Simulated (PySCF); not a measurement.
**A survey of ²⁹Si NMR shifts**

[PySCF: GFN2-xTB structure; NMR shieldings at PBE0/pcSseg-1/GIAO; one computed conformer; no solvent model; no relativistic terms; equivalent nuclei averaged]

Shieldings were converted by a linear fit to measured shifts: ²⁹Si (scatter 8.9 ppm rms, 25.8 ppm with the 6 outliers that the fit left out vs TMS, solution or neat liquid). Occasional misses reach two or three times the rms, and more in compound classes unlike the fitted ones.

Problem. Give the ²⁹Si shifts of `C=CC[C@@H]1C[SiH2][C@@H](C)C1`, `C#C/C=C(/O[SiH3])C(F)F`, `C#C[SiH2][C@@H]([SiH3])[SiH2]OCC`, `F[C@@H]1C[SiH2][Si@@](F)(P)C1`, `C[C@@H]1[SiH2]C[C@H]2[SiH2]O[SiH2][C@@H]12`, `C=C(C)[C@@]1(C)CCC[SiH2]1`, `C#C[C@@H](Cl)[SiH2][Si@H](Cl)OC`, `C=C(C)[Si@@](C)(P)O[SiH3]`.

Solution. 
```csv
compound,environment,δ (ppm)
C=CC[C@@H]1C[SiH2][C@@H](C)C1,"silicon bonded to 2 C, 2 H, in a 5-membered ring",-24.7
C#C/C=C(/O[SiH3])C(F)F,"silicon bonded to O, 3 H",-34.1
[CH:1]#[C:2][SiH2:3][C@@H:4]([SiH3:5])[SiH2:6][O:7][CH2:8][CH3:9],"Si6: silicon bonded to C, O, 2 H",-26.6
[CH:1]#[C:2][SiH2:3][C@@H:4]([SiH3:5])[SiH2:6][O:7][CH2:8][CH3:9],"Si3: silicon bonded to 2 C, 2 H",-60.4
[CH:1]#[C:2][SiH2:3][C@@H:4]([SiH3:5])[SiH2:6][O:7][CH2:8][CH3:9],"Si5: silicon bonded to C, 3 H",-71.9
[F:1][C@@H:2]1[CH2:3][SiH2:4][Si@@:5]([F:6])([PH2:7])[CH2:8]1,"Si5: silicon bonded to C, F, P, Si, in a 5-membered ring",50.6
[F:1][C@@H:2]1[CH2:3][SiH2:4][Si@@:5]([F:6])([PH2:7])[CH2:8]1,"Si4: silicon bonded to C, Si, 2 H, in a 5-membered ring",-69.2
[CH3:1][C@@H:2]1[SiH2:3][CH2:4][C@H:5]2[SiH2:6][O:7][SiH2:8][C@@H:9]12,"Si8: silicon bonded to C, O, 2 H, in a 5-membered ring",-6.7
[CH3:1][C@@H:2]1[SiH2:3][CH2:4][C@H:5]2[SiH2:6][O:7][SiH2:8][C@@H:9]12,"Si6: silicon bonded to C, O, 2 H, in a 5-membered ring",-12.6
[CH3:1][C@@H:2]1[SiH2:3][CH2:4][C@H:5]2[SiH2:6][O:7][SiH2:8][C@@H:9]12,"Si3: silicon bonded to 2 C, 2 H, in a 5-membered ring",-23.1
C=C(C)[C@@]1(C)CCC[SiH2]1,"silicon bonded to 2 C, 2 H, in a 5-membered ring",-20.2
[CH:1]#[C:2][C@@H:3]([Cl:4])[SiH2:5][Si@H:6]([Cl:7])[O:8][CH3:9],"Si6: silicon bonded to Cl, O, Si, H",-7.2
[CH:1]#[C:2][C@@H:3]([Cl:4])[SiH2:5][Si@H:6]([Cl:7])[O:8][CH3:9],"Si5: silicon bonded to C, Si, 2 H",-50.8
[CH2:1]=[C:2]([CH3:3])[Si@@:4]([CH3:5])([PH2:6])[O:7][SiH3:8],"Si4: silicon bonded to 2 C, O, P",-0.8
[CH2:1]=[C:2]([CH3:3])[Si@@:4]([CH3:5])([PH2:6])[O:7][SiH3:8],"Si8: silicon bonded to O, 3 H",-42.5
```
